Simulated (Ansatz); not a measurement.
Ansatz results at the PBE0-D4/def2-TZVP geometry: HOMO energy (PBE/def2-TZVPP) -6.52 eV; HOMO–LUMO gap (B3LYP/def2-TZVPP) 7.10 eV; size of the dipole moment (ωB97M-V/def2-TZVPP) 5.14 D.

Each molecule was computed in one conformer, which needn't be the lowest.

(1) Which molecule gave them?
A. `[CH3][Al-]([CH3])([NH3+])[Cl]`
B. `C[B-]([PH3+])(Cl)Cl`
C. `C[S+](C)[AlH3-]`
D. `C[B-](C)([OH2+])F`

Results:

(1) B. The others give `C[S+](C)[AlH3-]`: -6.34, 7.20, 4.75; `C[B-](C)([OH2+])F`: -6.48, 7.44, 2.96; `[CH3][Al-]([CH3])([NH3+])[Cl]`: -5.83, 6.30, 5.65.

B3LYP here is the variant with VWN-RPA as its local correlation; programs differ in this.
